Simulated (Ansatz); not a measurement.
Job for Ansatz (an electronic-structure program): FCI/cc-pV(Q+d)Z on AlH (SMILES [AlH]), 2S+1 = 3, a spin state set in the input, which need not be the lowest. Files ending in .json are basis or fitting sets from the Basis Set Exchange.

Ansatz 0.2 input:
```yaml
crystal:
  periodic: [false, false, false]
  atoms:
    - {symbol: Al, position_ang: [-0.00000000, -0.00000000, -0.11472575]}
    - {symbol: H, position_ang: [0.00000000, 0.00000000, 1.49143473]}
basis:
  gaussian:
    orbitals: cc-pV_Q+d_Z.json
magnetization: {spin_polarized: false, initial_magnetization: 2}
correlation: {method: fci, electrons: outside_noble_gas}
```

Output:

```
WARN ansatz: RAYON_NUM_THREADS=2 ignored (pool sized by the plan → 2); use --threads N
Functional definition: HF
integrals: 0.14 GiB planned
1014 factors; integrals over basis functions are off by at most 2.1e-7 eV
mean field: 0.20 GiB planned
mean field evaluation 1: about -6595.7054 eV, gradient 5.8e0 eV
mean field evaluation 2: about -6595.7062 eV, gradient 5.8e0 eV
mean field evaluation 4: about -6596.5079 eV, gradient 1.4e0 eV
mean field evaluation 8: about -6596.5872 eV, gradient 8.2e-2 eV
mean field evaluation 16: about -6596.5873 eV, gradient 5.7e-2 eV
mean field -6596.58732097 eV, -242.4201127181 hartree, gradient 3.7e-6 eV, S^2 2.000000; 2 other end points of the search recorded, 0 dependent functions left out
mean field evaluation 32: about -6596.6256 eV, gradient 3.1e-1 eV
5 core orbitals not correlated
reference -6596.58732097 eV, -242.4201127181 hartree; 3, 1 occupied and 86, 88 virtual orbitals, 1014 factors
configuration interaction: 2.26 GiB planned
state -6598.27145838 eV, -242.4820036266 hartree
Total energy: -6598.27145838 eV, -242.4820036266 hartree
```

The run converged.

Cost: around 30 core-seconds (rough).
